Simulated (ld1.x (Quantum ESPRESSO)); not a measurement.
**What one change does to a pseudopotential (lead (Pb), ultrasoft)**

```json
{"Element": "Pb (Z = 82)", "Generator": "ld1.x (Quantum ESPRESSO) 7.5", "Type": "ultrasoft", "Functional": "LDA (PZ)", "Relativity": "scalar-relativistic", "Frozen core": "[Xe] 4f14", "Valence charge": "14", "Reference configuration": "5d10 6s2 6p2", "Partial waves": "6s (bound): rcut 1.80, rcutus 1.95 bohr; 6s channel at 2.6 Ry: rcut 1.80, rcutus 1.95 bohr; 6p (bound): rcut 2.10, rcutus 2.55 bohr; 6p channel at 0.05 Ry: rcut 2.10, rcutus 2.55 bohr; 5d (bound): rcut 1.65, rcutus 1.85 bohr; 5d channel at 0.15 Ry: rcut 1.65, rcutus 1.85 bohr", "Local potential": "all-electron potential smoothed inside 2.20 bohr (lloc = -1)", "Core correction": "Bessel-smoothed model core, default radius (core density twice the valence density)", "Augmentation charge": "PSQ, inside the norm-conserving radii"}
```

Change: all radii but the core radius scaled by about 1.40 (s 2.74, p 3.58, d 2.60 bohr, rcut 2.54/2.96/2.32); local potential all-electron potential smoothed inside 3.10 bohr (lloc = -1).

Cutoffs: the cutoffs (Ry, on a coarse ladder) from which the occupation-weighted sum of valence levels, in a spherical-Bessel basis at the reference potential, stays within 10 and 1 mRy of its value at 400 Ry; they do not see the model core or the augmentation charge, which bear on the density cutoff. Errors are all-electron minus pseudo energies relative to the spin-unpolarised reference configuration.

Question: What does the change do?

Answer: The potential gets softer (35 Ry and 60 Ry → 18 Ry and 30 Ry); of the 9 tests that both files solve, the error grows in 7 and shrinks in 0 by more than 15 % and 0.3 meV (median size 4.4 → 14.0 meV); neither file shows a bound ghost. A larger radius leaves more room for a smooth pseudo-wave, so fewer plane waves are needed. More of the atom is replaced by a form fitted at one configuration, so other configurations suffer.

| quantity | base | changed |
| --- | --- | --- |
| cutoff, loose | 35 Ry | 18 Ry |
| cutoff, tight | 60 Ry | 30 Ry |
| loose cutoff by channel (10 mRy a level) | s 8 Ry, p 6 Ry, d 30 Ry | s 6 Ry, p 6 Ry, d 15 Ry |
| bound ghosts | none | none |
| error for 5d10 6s2 6p1, meV [ΔE 6.83 eV] | -3.1 | -5.5 |
| error for 5d10 6s2 6p0, meV [ΔE 20.59 eV] | -11 | -29 |
| error for 5d10 6s1 6p0, meV [ΔE 53.47 eV] | -40 | -111 |
| error for 5d10 6s0 6p0, meV [ΔE 96.67 eV] | -115 | -312 |
| error for 5d10 6s0 6p4, meV [ΔE 18.03 eV] | -15 | -55 |
| error for 5d10 6s2 6p2.3, meV [ΔE -0.86 eV] | +0.3 | +0.3 |
| error for 5d10 6s1 6p3, meV [ΔE 8.82 eV] | -4.4 | -14 |
| error for 5d10 6s2 6p2 (spin-polarised), meV [ΔE -0.45 eV] | -0.5 | +5.4 |
| error for 5d10 6s2 6p1 (spin-polarised), meV [ΔE 6.69 eV] | -3.4 | -3.3 |
| lowest overlap eigenvalue by channel | s 0.53, p 0.50, d 0.31 | s 0.56, p 0.66, d 0.84 |
